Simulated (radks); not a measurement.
The numbers below are computed, except where a source is named.
Task: These are the eigenvalues of the occupied orbitals of an atom or ion with whole-number occupations (Ry). Code: a radial shooting solver on a logarithmic mesh with Libxc functionals. Model: non-relativistic Kohn-Sham, PBE, spin-polarised, spherical densities, point nucleus.

| orbital | eigenvalue |
|---|---|
| 1s up | -487.5828 |
| 1s down | -487.4426 |
| 2s up | -72.53271 |
| 2s down | -72.41569 |
| 2p up | -64.95878 |
| 2p down | -64.79043 |
| 3s up | -22.12496 |
| 3s down | -21.48225 |
| 3p up | -19.80394 |

Which element is it, and in what charge state? The configuration may be excited. Open shells, if any, are filled with parallel spins first.

Result: Z = 25, manganese, charge +10: Mn10+ in [Ne] 3s2 3p3. The list shows which subshells hold electrons but not how many an open one holds; the 1s level, -243.79 hartree, gives Z - s = 22.1 by -(Z - s)^2/2, which with screening narrows Z to a few neighbours, and the depths of the outer levels then fix element, charge and occupations together.
